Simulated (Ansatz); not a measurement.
## Match the barriers

Saddle point of SnH$_{6}$S, singlet (SnH₄ + H₂S → SnH₄S ([SH][SnH3]) + H₂; bonds formed: Sn1–S7, H2–H6; bonds broken: Sn1–H2, H6–S7), PBE0-D4/def2-TZVP structure:

```xyz
8
angstrom
Sn -0.8343 -0.3113 -0.2559
H 0.5861 -0.9650 0.9919
H -0.5514 -1.2675 -1.6276
H -1.8853 -1.1019 0.8599
H -1.5271 1.2293 -0.5079
H 1.2008 -0.3265 0.5548
S 1.6613 0.9304 -0.4896
H 1.3499 1.8127 0.4745
```

Computed with Ansatz 0.2.0 (basis: def2-TZVPP, with def2-QZVPP for the basis limit); correlated methods freeze the cores. Filled d shells of the heavier atoms are correlated. Core potentials replace the inner electrons of the atoms past krypton. The def2 sets are not built for correlating such inner shells, so the correlated values are less sure here. B3LYP uses VWN-RPA correlation. Extrapolation: Hartree–Fock as exp(−7.88 √X), correlation as X^−2.97. Four methods, as single points on the PBE0-D4 structures, gave these electronic barriers from the start structure: 33.67, 40.99, 44.90, 59.02 kcal/mol.

Task: The methods were, in alphabetical order, B3LYP-D4, HF, MP2, PBE-D4. Which gave which? (Judge from chemistry; the calculation decides.)

Result: Computed: PBE-D4 33.67; B3LYP-D4 40.99; MP2 44.90; HF 59.02 kcal/mol. For comparison, CCSD(T) at an estimated basis limit (MP2 extrapolated from triple and quadruple zeta, plus CCSD(T) − MP2 in triple zeta) gives 42.81 kcal/mol.

The T1 diagnostic stays at or below 0.016.

Labels in which every atom is bracketed show which atoms are joined, not bond orders.

For scale, one of the runs: CCSD(T)/def2-TZVPP, 176 basis functions, launched by `ansatz run in.yaml --threads 2 --pin off --events-out ev --progress --plain --max-ram 4352MiB`. Time: 19 s of wall clock on 2 CPU threads of an Intel Xeon 6975P-C; the host was shared. Peak host memory: 1.8 GiB.
